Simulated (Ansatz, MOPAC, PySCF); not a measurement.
Molecule: SiCl₂ (charge 0, singlet). SMILES: Cl[Si]Cl
Geometry from a B3LYP-D3(BJ)/def2-TZVP (Ansatz, a quantum-chemistry and plane-wave program) optimisation:
```
Si
Cl 1 2.0938
Cl 1 2.0938 2 101.66
```
Charge 0, spin multiplicity 1.

Wanted: size of the dipole moment, in D. Set-up: 6-31G* and kin with 6d, 5d where marked; PM7 with its own dispersion and hydrogen-bond terms; no dispersion term unless named; LANL2DZ with its own core potentials from Na on; non-relativistic; no spin-orbit coupling; 6-311+G** with 5d, 6d on Na to Ar in Ansatz. Ab initio and DFT rows: single points at B3LYP-D3(BJ) geometries (Ansatz). Semi-empirical rows: dipoles at the shared geometry.

```json
[
 {"level": "AM1", "program": "MOPAC", "size of the dipole moment (D)": "1.17"},
 {"level": "PM3", "program": "MOPAC", "size of the dipole moment (D)": "2.12"},
 {"level": "PM6", "program": "MOPAC", "size of the dipole moment (D)": "2.23"},
 {"level": "PM7", "program": "MOPAC", "size of the dipole moment (D)": "1.23"},
 {"level": "PBE/STO-3G", "program": "Ansatz", "size of the dipole moment (D)": "2.38"},
 {"level": "PBE/LANL2DZ", "program": "Ansatz", "size of the dipole moment (D)": "1.37"},
 {"level": "PBE/def2-SVP", "program": "Ansatz", "size of the dipole moment (D)": "0.73"},
 {"level": "PBE/6-311+G**", "program": "Ansatz", "size of the dipole moment (D)": "1.18"},
 {"level": "B3LYP/3-21G", "program": "Ansatz", "size of the dipole moment (D)": "1.83"},
 {"level": "B3LYP/6-31+G*", "program": "Ansatz", "size of the dipole moment (D)": "1.41"},
 {"level": "B3LYP/def2-SVP", "program": "Ansatz", "size of the dipole moment (D)": "0.93"},
 {"level": "M06-2X/6-31G* (5d)", "program": "PySCF", "size of the dipole moment (D)": "1.54"},
 {"level": "M06-2X/6-311+G**", "program": "PySCF", "size of the dipole moment (D)": "1.61"}
]
```

No value to compare with is used here. The 13 habitual levels span 0.73 (PBE/def2-SVP) to 2.38 D (PBE/STO-3G).

The levels are drawn from those run, B3LYP/6-31G* more often than the rest, none by its result; runs whose electronic state is in doubt are left out.
